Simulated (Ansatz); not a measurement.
# A basis-limit estimate, worked out

An elementary step of TiHClF4, singlet (TiF₄ ([F][Ti]([F])([F])[F]) + HCl → TiClF₃ ([F][Ti]([F])([F])[Cl]) + HF; bonds formed: Ti1–Cl7, F2–H6; bonds broken: Ti1–F2, H6–Cl7). “Start” is the structure reached by relaxing down from the saddle towards the reactants; PBE0-D4/def2-TZVP structures. The saddle:

```
atom    x (Å)    y (Å)    z (Å)
 Ti1  -0.4527  -0.3110   0.0368
  F2   1.4987  -0.4410  -0.2040
  F3  -0.4856  -2.0456  -0.0418
  F4  -1.5154   0.1223  -1.2548
  F5  -1.2007  -0.0178   1.5669
  H6   1.5113   0.7269  -0.1398
 Cl7   0.6442   1.9660   0.0366
```

Computed with Ansatz 0.2.0 (basis: def2-TZVPP and def2-QZVPP); correlated methods freeze the cores.

Energies in eV:

| quantity | saddle | start |
| --- | --- | --- |
| Hartree–Fock, triple zeta (X = 3) | -46441.19026 | -46442.33970 |
| Hartree–Fock, quadruple zeta (X = 4) | -46442.45814 | -46443.60850 |
| MP2 correlation, X = 3 | -45.11418 | -44.57559 |
| MP2 correlation, X = 4 | -49.24201 | -48.68170 |
| CCSD(T) correlation, X = 3 | -47.13905 | -46.66626 |

Task: Work out the barrier at the basis limit: extrapolate Hartree–Fock as E(X) = E∞ + A exp(−7.88 √X) and the MP2 correlation as E(X) = E∞ + B X^−2.97 (the exponents that Neese and Valeev fitted for def2-TZVPP and QZVPP), then add CCSD(T) − MP2 in triple zeta.

Result: Each step is linear, so take the differences first (saddle − start): Hartree–Fock 1.14944 (X = 3) and 1.15036 (X = 4); MP2 correlation -0.53859 and -0.56031; CCSD(T) correlation -0.47279.
Two points give E∞ = E(4) + w [E(4) − E(3)], with w = 1/(exp(7.88 (2 − √3)) − 1) = 0.1377 for Hartree–Fock and w = 1/((4/3)^2.97 − 1) = 0.7407 for the correlation.
Hartree–Fock: 1.15036 + 0.1377 × 0.00092 = 1.1505 eV.
MP2 correlation: -0.56031 + 0.7407 × (-0.02172) = -0.5764 eV.
CCSD(T) − MP2: -0.47279 − (-0.53859) = 0.0658 eV.
Sum: 1.1505 + (-0.5764) + 0.0658 = 0.6399 eV, or 14.76 kcal/mol. Plain CCSD(T) in triple zeta gives 0.6766 eV, so the larger basis shifts the result by -0.0367 eV.

No T1 diagnostic of these runs exceeds 0.023.

Labels in which every atom is bracketed show which atoms are joined, not bond orders.

For scale, one of the runs: CCSD(T)/def2-TZVPP, 244 basis functions, launched by `ansatz run in.yaml --threads 8 --pin off --events-out ev --progress --plain --max-ram 19148MiB`. Time: 3.5 min of wall clock on 8 CPU threads of an Arm Neoverse V2; the host was shared. Peak host memory: 5.8 GiB.
